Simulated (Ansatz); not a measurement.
Gas-phase electronic energies from Ansatz, PBE0-D4/def2-TZVP geometries. CCSD(T)/CBS is the MP2 limit (def2-TZVPP, def2-QZVPP) plus CCSD(T) − MP2 in def2-TZVPP, frozen cores. Each species was taken in one conformer, which may not be the lowest.

Consider the isomerisation: `FC(F)(F)S[SiH3]` → `F[Si](F)(F)CS`.

| species | CCSD(T)/CBS(def2) energy (Eh) |
| --- | --- |
| `FC(F)(F)S[SiH3]` | -1026.09494 |
| `F[Si](F)(F)CS` | -1026.31181 |

**Question.** Work out ΔE.

**Answer.** ΔE = (-1026.31181) − (-1026.09494) = -0.21687 Eh = -136.1 kcal/mol.

Largest T1 diagnostic among the species: 0.012.

From PBE to PBE0 (25 % exact exchange), in def2-TZVPP and without D4, ΔE moves by −4.6 kcal/mol.
